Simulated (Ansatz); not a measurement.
A nudged elastic band was laid between two geometries of BHOSSe (5 atoms, charge 0, multiplicity 1).

Level of theory: Ansatz 0.2.0, RKS PBE0/def2-SVP.

```
movable images  : 9
climbing image  : yes
spring          : 5.0 eV/Å²
optimiser       : quadratic models (default)
start path      : IDPP
force threshold : 0.03 eV/Å
iteration limit : 41
end points      : relaxed
```

First end point:

```xyz
5
Properties=species:S:1:pos:R:3
S -0.819 -1.814 1.666
B -0.197 -1.017 0.393
O 0.288 -0.412 -0.669
Se 0.997 1.288 -0.514
H -0.269 1.955 -0.876
```

Last end point:

```xyz
5
Properties=species:S:1:pos:R:3
S -0.906 -1.879 1.535
B 0.028 -0.789 0.773
O 0.814 0.101 0.204
Se 0.427 0.709 -1.498
H -0.363 1.858 -1.014
```

Question: What changes between the two ends?

Answer: No bond is made or broken. The dihedral B2–O3–Se4–H5 goes from -94 to 92°. The two ends are copies of one structure, up to a mirror image or an exchange of like atoms.

Question: What energy profile does the band end with?

Answer: The forces met the threshold. The highest image is number 5 of 0 to 10, 0.051 eV above the ends, which have the same energy within 2 meV. A vibrational analysis at the climbing image gives one clearly imaginary mode, 110i cm⁻¹: a first-order saddle point.

```tsv
image	path coordinate (Å)	energy (eV)	dihedral B2–O3–Se4–H5 (°)
0	0.00	0.000	-94
1	0.25	0.003	-79
2	0.50	0.013	-63
3	0.75	0.029	-44
4	1.00	0.045	-23
5	1.24	0.051	0
6	1.49	0.045	23
7	1.73	0.030	44
8	1.97	0.014	62
9	2.22	0.004	78
10	2.46	0.000	92
```

Question: What is the geometry of the highest image?

Answer: 
```xyz
5
Properties=species:S:1:pos:R:3
S -1.202 -1.513 1.427
B -0.009 -0.897 0.508
O 0.941 -0.387 -0.234
Se 0.816 1.242 -1.090
H -0.545 1.555 -0.610
```

Question: What are the harmonic wavenumbers there?

Answer: 110i, 91, 398, 428, 530, 833, 876, 1690, 2424 cm⁻¹.

Time of the run: 3.4 min on 1 CPU thread of a shared host.
